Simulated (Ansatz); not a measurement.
`COB(C)F`, charge 0, multiplicity 1.

Give a relaxed structure at PBE0-D4/def2-TZVP (Ansatz). (An estimate is asked.)

Computed: 
Z-matrix (Å, degrees):
```
C
O 1 1.408
H 1 1.093 2 112.4
H 1 1.092 2 109.0 3 120.9
H 1 1.092 2 108.9 3 -120.8
B 2 1.348 1 123.8 3 -1.7
F 6 1.335 2 114.4 1 -180.0
C 6 1.569 2 126.0 1 0.1
H 8 1.090 6 111.3 2 -179.3
H 8 1.094 6 111.5 2 -58.6
H 8 1.094 6 111.4 2 60.1
```
Point group Cs.
This is one stationary point; other conformers may exist.
